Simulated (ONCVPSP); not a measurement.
Configuration tests for lanthanum (ONCV)

| Property | Result |
| --- | --- |
| Element | La (Z = 57) |
| Generator | ONCVPSP 4.0.1 |
| Type | optimised norm-conserving Vanderbilt (ONCV) |
| Functional | PBEsol |
| Relativity | scalar-relativistic |
| Frozen core | [Kr] 4d10 |
| Valence charge | 11 |
| Reference configuration | 5s2 5p6 5d1 6s1 6p1 |
| Partial waves | 5s+6s: rc 2.75 bohr, ncon 4, nbas 9, qcut 3.7 1/bohr, 2 projectors; 5p+6p: rc 2.60 bohr, ncon 4, nbas 7, qcut 4.5 1/bohr, 3 projectors, debl 3.9 Ha; 5d: rc 2.40 bohr, ncon 4, nbas 8, qcut 4.7 1/bohr, 2 projectors, debl 1.1 Ha; f scattering state at 0.2 Ha: rc 2.75 bohr, ncon 3, nbas 6, qcut 3.9 1/bohr, 1 projector |
| Local potential | polynomial inside 1.80 bohr (lpopt 4, dvloc0 1 Ha) |
| Core correction | Teter function, fcfact 2.5, rcfact 1 |

In the f channel the program set the typed energies aside and used -0.202 Ha.

Energies are relative to the spin-unpolarised reference configuration 5s2 5p6 5d1 6s1 6p1; without spin polarisation the order of configurations can differ from experiment.

**Question.** Give the all-electron excitation energy and the error of the potential for: 5s2 5p6 5d1 6s2 6p0; 5s2 5p6 5d1 6s1 6p0; 5s2 5p6 5d1 6s0 6p0; 5s2 5p6 5d1 6s1.5 6p0.

**Answer.**

```
valence configuration  charge  ΔE all-electron (eV)  error AE − PS (meV)
  5s2 5p6 5d1 6s2 6p0       0                -2.408                 -0.8
  5s2 5p6 5d1 6s1 6p0      +1                 3.592                 -0.9
  5s2 5p6 5d1 6s0 6p0      +2                14.440                 -5.6
5s2 5p6 5d1 6s1.5 6p0    +0.5                 0.007                 -0.6
```
